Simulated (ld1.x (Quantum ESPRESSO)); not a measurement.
# What one change does to a pseudopotential (antimony, TM)

Sb (Z = 51), norm-conserving Troullier–Martins (Kleinman–Bylander form), made with ld1.x (Quantum ESPRESSO) 7.5 (LDA (PZ), scalar-relativistic). Core [Kr], reference 4d10 5s1.75 5p3.25. Waves: 5p (bound): rc 1.65 bohr; 4d (bound): rc 1.00 bohr; 5s (bound): rc 1.55 bohr. Local part: the s channel. Core correction: a·sin(br)/r model core, default radius (core density twice the valence density).

Change: core correction none.

Cutoffs: the cutoffs (Ry, on a coarse ladder) from which the occupation-weighted sum of valence levels, in a spherical-Bessel basis at the reference potential, stays within 10 and 1 mRy of its value at 400 Ry; they do not see the model core or the augmentation charge, which bear on the density cutoff. Errors are all-electron minus pseudo energies relative to the spin-unpolarised reference configuration.

Task: Predict the effect on cutoff, ghosts and configuration errors.

Result: The potential gets neither clearly harder nor softer (120 Ry and 180 Ry → 120 Ry and 180 Ry); both files keep a bound ghost (p); of the 9 tests that both files solve, the error grows in 5 and shrinks in 3 by more than 15 % and 0.3 meV (median size 0.2 → 3.0 meV). The default core radius of the base comes out at 0.61 bohr.

| quantity | base | changed |
| --- | --- | --- |
| cutoff, loose | 120 Ry | 120 Ry |
| cutoff, tight | 180 Ry | 180 Ry |
| bound ghosts | p | p |
| error for 4d10 5s2 5p3, meV [ΔE -2.03 eV] | +0.2 | +0.3 |
| error for 4d10 5s2 5p2, meV [ΔE 6.49 eV] | -1.0 | -0.6 |
| error for 4d10 5s2 5p1, meV [ΔE 22.74 eV] | 0.0 | +3.0 |
| error for 4d9 5s2 5p3, meV [ΔE 38.77 eV] | -240 | -189 |
| error for 4d9 5s2 5p4, meV [ΔE 28.97 eV] | -270 | -218 |
| error for 4d10 5s1 5p3, meV [ΔE 15.31 eV] | 0.0 | +2.2 |
| error for 4d10 5s0 5p5, meV [ΔE 14.62 eV] | -2.4 | +3.0 |
| error for 4d10 5s1.75 5p3.25 (spin-polarised), meV [ΔE -1.10 eV] | -0.2 | +15 |
| error for 4d10 5s2 5p3 (spin-polarised), meV [ΔE -3.12 eV] | +0.2 | +12 |
| s: phases at 1.80 bohr within 0.05 rad from the reference energy up to (Ry; the scan ends near 5) | 0.7 | 0.7 |
| p: phases at 1.80 bohr within 0.05 rad from the reference energy up to (Ry; the scan ends near 5) | to the end of the scan | to the end of the scan |
| d: phases at 1.80 bohr within 0.05 rad from the reference energy up to (Ry; the scan ends near 5) | 0.5 | 0.5 |

 A true bound ghost makes a file unfit for plane-wave use even where its test errors are small: the radial tests pick states by their node count and pass the ghost by.
